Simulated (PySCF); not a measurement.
CF3SO2Cl.
Structure used (PBE0-D3(BJ)/def2-SVP), in Å, numbered top down from 1:
```xyz
8
CClF3O2S angstrom
O      1.3258   -0.1780    1.4673
S      0.9534   -0.1165    0.0769
O      1.4111   -1.0536   -0.9166
Cl     1.3015    1.8020   -0.6113
C     -0.9191   -0.0936   -0.0074
F     -1.3273   -1.2942    0.3403
F     -1.3831    0.8042    0.8286
F     -1.3031    0.1802   -1.2318
```

Computed with core-valence-separated Tamm–Dancoff BHandHLYP/aug-pcX-1 (def2-SVPD on Cl, def2-SVPD on S) in PySCF, non-relativistic, gas phase, PBE0-D3(BJ)/def2-SVP geometry. Absolute energies from this functional tend to lie a few eV below measured edges; no shift was applied.

The lowest roots of each edge with f over 0.003 (five at most, numbered afresh; weaker and dark ones are left out), with transition dipoles (au) in the frame of the coordinates:

```
root  edge  E (eV)       f       μx       μy       μz
   1     C  290.78  0.0675  -0.0969   0.0072  -0.0062
   2     C  292.58  0.0619  -0.0337  -0.0807   0.0314
   3     C  293.09  0.0821   0.0029  -0.0400  -0.0991
   4     C  294.10  0.0335  -0.0421   0.0491  -0.0217
   5     C  294.96  0.0053  -0.0250   0.0096  -0.0041
   6     O  530.79  0.0276  -0.0054  -0.0433  -0.0149
   7     O  530.80  0.0321   0.0084   0.0323  -0.0368
   8     O  532.63  0.0351   0.0207   0.0255   0.0402
   9     O  532.66  0.0311   0.0246  -0.0030  -0.0420
  10     O  533.53  0.0257  -0.0415   0.0144   0.0065
  11     F  686.24  0.0219  -0.0239  -0.0261   0.0066
  12     F  686.79  0.0107   0.0177  -0.0136  -0.0119
  13     F  686.81  0.0114  -0.0190   0.0059  -0.0168
  14     F  687.54  0.0258  -0.0171   0.0049  -0.0349
  15     F  687.62  0.0250   0.0195  -0.0224  -0.0245
```

Task: Molecules are fixed in this frame and the field points along (1, 0, −1)/√2. What effective strengths 3 f cos²θ do the roots have (θ between field and μ)?

Result: root 1 (C5): 0.088, root 2 (C5): 0.046, root 3 (C5): 0.112, root 4 (C5): 0.004, root 5 (C5): 0.005, root 6 (O1/O3): 0.002, root 7 (O1/O3): 0.040, root 8 (O1/O3): 0.007, root 9 (O1/O3): 0.087, root 10 (O1/O3): 0.045, root 11 (F6): 0.024, root 12 (F7/F8): 0.022, root 13 (F7/F8): 0.000, root 14 (F8): 0.008, root 15 (F7): 0.049. Root 3 is the strongest. Averaged over all orientations cos²θ is 1/3, which gives f back.

